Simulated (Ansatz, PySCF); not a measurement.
I2. Atoms are numbered in the order given.

```xyz
2

I      0.0000     0.0000    -1.3473
I      0.0000     0.0000     1.3473
```

Geometry: B3LYP-D3(BJ)/def2-TZVP. The def2 effective core potentials stand for the cores of I; spin–orbit coupling is left out.

Vertical ionisation energy (IE) and electron affinity (EA) in eV. Rows of orbital energies are one-electron estimates. Where ΔSCF, EOM or ADC give a negative EA the extra electron is unbound and the value depends on the basis.

```tsv
level	IE	EA
−ε(HOMO), −ε(LUMO), ωB97X/def2-TZVPD (PySCF)	…	…
−ε(HOMO), −ε(LUMO), PBE/def2-TZVPD (PySCF)	6.29	4.54
ΔSCF, CAM-B3LYP/def2-TZVPD (Ansatz), final states of multiplicity 2 and 2	9.67	1.93
ΔSCF, PBE/def2-TZVPD (Ansatz), final states of multiplicity 2 and 2	9.27	1.83
```

Problem. Complete the blanks. (Estimate from the structure and the level; the computed values follow.)

Solution. 
- −ε(HOMO), −ε(LUMO), ωB97X/def2-TZVPD (PySCF), IE: 9.55
- −ε(HOMO), −ε(LUMO), ωB97X/def2-TZVPD (PySCF), EA: 1.74

Problem. What vertical singlet–triplet gap does ΔSCF give with CAM-B3LYP/def2-TZVPD (Ansatz, a quantum-chemistry and plane-wave program) and with PBE/def2-TZVPD (Ansatz)? (The exact figures need the calculation; the answer reports its results.)

Solution. 1.77 and 1.56 eV (triplet above singlet where positive).
